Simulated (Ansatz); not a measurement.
CH₄ClFN₂Si (`N=C(F)[SiH](N)Cl`), 10 atoms. The species carries charge 0 and has multiplicity 1. All runs use 4 threads of an Intel Xeon 6975P-C on a shared host. Correlated methods freeze the cores.

**Question.** Give the basis size and wall time and peak host memory of each of these runs in Ansatz. RKS HSE06 (plane-wave form)-D4/def2-TZVPP energy; RKS PBE0-D4/def2-QZVPP energy; direct RPA on PBE orbitals/def2-TZVPP energy; RHF-CCSD(T)/def2-TZVPP energy; RKS PBE0-D4/def2-TZVP frequencies; RKS BLYP-D4/def2-TZVPP energy; RKS ωB97M-V/def2-QZVPP energy; RKS CAM-B3LYP-D4/def2-TZVPP energy; RKS ωB97M-V/def2-SVP energy; RHF-CCSD(T)/def2-SVP energy; RKS PBE0-D4/def2-SVP energy; RHF-MP2/def2-QZVPP energy. (Best estimate.)

**Answer.** The calculation gave: Other jobs shared the machine, so times are rough.

| level | job | functions | wall time | peak host memory (GiB) |
| --- | --- | --- | --- | --- |
| RKS PBE0-D4/def2-SVP | energy | 112 | 0.7 s | 0.5 |
| RKS BLYP-D4/def2-TZVPP | energy | 264 | 1.2 s | 0.38 |
| RKS HSE06 (plane-wave form)-D4/def2-TZVPP | energy | 264 | 2.1 s | 0.8 |
| RKS CAM-B3LYP-D4/def2-TZVPP | energy | 264 | 2.2 s | 0.85 |
| RKS ωB97M-V/def2-SVP | energy | 112 | 2.2 s | 0.5 |
| direct RPA on PBE orbitals/def2-TZVPP | energy | 264 | 3.2 s | 0.65 |
| RHF-CCSD(T)/def2-SVP | energy | 112 | 3.5 s | 0.57 |
| RKS PBE0-D4/def2-QZVPP | energy | 488 | 5.5 s | 2 |
| RKS ωB97M-V/def2-QZVPP | energy | 488 | 10 s | 2.3 |
| RHF-MP2/def2-QZVPP | energy | 488 | 14 s | 3 |
| RHF-CCSD(T)/def2-TZVPP | energy | 264 | 52 s | 7 |
| RKS PBE0-D4/def2-TZVP | frequencies | 222 | 96 s | 0.69 |
